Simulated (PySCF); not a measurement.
**Molecular orbitals of TlO⁻**

B3LYP at R = 2.021 Å; basis Tl aug-cc-pVDZ-PP with ECP60, O aug-cc-pVDZ; scalar-relativistic core potentials; PySCF 2.14. State: ¹Σ⁺ (singlet), closed shell. Only the outer orbitals are listed, counted within each symmetry, core potentials removing the inner ones.

| orbital | occ. | ε (eV) | on Tl (%) | main shells (%) |
| --- | --- | --- | --- | --- |
| 6σ | 2 | -4.65 | 80 | 79 Tl s, 18 O p |
| 3π | 2 | -0.56 | 12 | 87 O p, 12 Tl p |
| 3π | 2 | -0.56 | 12 | 87 O p, 12 Tl p |
| 7σ | 2 | -0.28 | 43 | 56 O p, 22 Tl p, 19 Tl s |
| 4π | 0 | 2.69 | 98 | 96 Tl p |
| 4π | 0 | 2.69 | 98 | 96 Tl p |
| 8σ | 0 | 2.74 | 93 | 81 Tl p, 10 Tl s, 9 O s |

**Question.** Which are the highest filled and the lowest empty level, where do they sit, and how wide is the gap?

**Answer.** Highest filled 7σ at -0.28 eV (in %: 56 O p, 22 Tl p, 19 Tl s); lowest empty 4π at 2.69 eV (in %: 96 Tl p); the gap at B3LYP is 2.97 eV. An empty level above zero is unbound, and its energy depends on the basis.

| Item | Value |
| --- | --- |
| bond order (Mayer) | 1.35 |
| ⟨S²⟩ | 0.000 |
| charge on Tl (Mulliken, basis-dependent) | 0.08 |
| charge on Tl (Löwdin, basis-dependent) | 0.15 |
| dipole moment (positive dipole points towards O; it is taken about the centre of mass and depends on that origin) | -5.49 D |
| polarisability along the bond | 128.3 bohr³ |
| polarisability across the bond | 84.2 bohr³ |

These are scalar-relativistic numbers at best; spin–orbit coupling would shift them, the dissociation energy most.
